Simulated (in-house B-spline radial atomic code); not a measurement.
## Ionising F5+ with different functionals

Computed with a radial B-spline atomic code at the basis-set limit: non-relativistic Hamiltonian, point nucleus, spin-polarised at highest spin, spherical fractional occupations for the functionals, the average over the highest-spin determinants for Hartree-Fock. The ionisation energy is the difference of two self-consistent energies, [He] 2s2 → [He] 2s1, without Breit or QED terms; ε is the level of the shell that loses the electron (its least bound occupied spin orbital).

```tsv
method	rung	ΔSCF (eV)	-ε(2s) (eV)
Hartree-Fock	Hartree-Fock	153.86	154.17
HF fractional	Hartree-Fock	?	?
LDA VWN5	LDA	155.01	143.42
LDA PW92	LDA	155.00	143.41
LDA exchange-only	LDA	152.61	141.58
PBE	GGA	155.57	144.01
PBEsol	GGA	155.01	143.60
BLYP	GGA	155.50	144.00
RPBE	GGA	155.73	144.09
PW91	GGA	155.72	144.12
BP86	GGA	155.62	144.12
AM05	GGA	154.80	143.43
OLYP	GGA	155.46	144.13
TPSS	meta-GGA	155.57	144.52
r2SCAN	meta-GGA	154.67	144.58
M06-L	meta-GGA	155.01	144.91
revTPSS	meta-GGA	155.44	144.61
PBE0	global hybrid	155.45	146.83
B3LYP	global hybrid	155.61	146.39
TPSSh	global hybrid	?	?
M06-2X	global hybrid	155.97	149.78
BHandHLYP	global hybrid	155.33	149.59
r2SCAN0	global hybrid	154.79	147.19
B97-1	global hybrid	155.72	146.43
HSE06	range-separated hybrid	155.45	146.40
wB97X	range-separated hybrid	154.24	149.38
CAM-B3LYP	range-separated hybrid	155.51	148.34
LC-wPBE	range-separated hybrid	155.68	149.71
```

**Question.** What does TPSSh give?

**Answer.** ΔSCF 155.53 eV, and -ε(2s) = 145.60 eV.

**Question.** What does HF fractional give?

**Answer.** ΔSCF 153.86 eV, and -ε(2s) = 154.17 eV.

**Question.** Among the functionals, which spreads more, the ΔSCF values or the orbital energies?

**Answer.** The orbital energies: ΔSCF values span about 3.36 eV and the orbital energies 8.21 eV.

**Question.** How do they compare with the NIST value?

**Answer.** NIST lists 157.163 eV (measured, ground level to ground level). Errors run from -4.55 to -1.19 eV; M06-2X is closest (-1.19 eV), but part of that can be cancellation, since the calculations leave out relativity, Breit-QED terms, the near-degeneracy of s² and p². Hartree-Fock also lacks correlation.
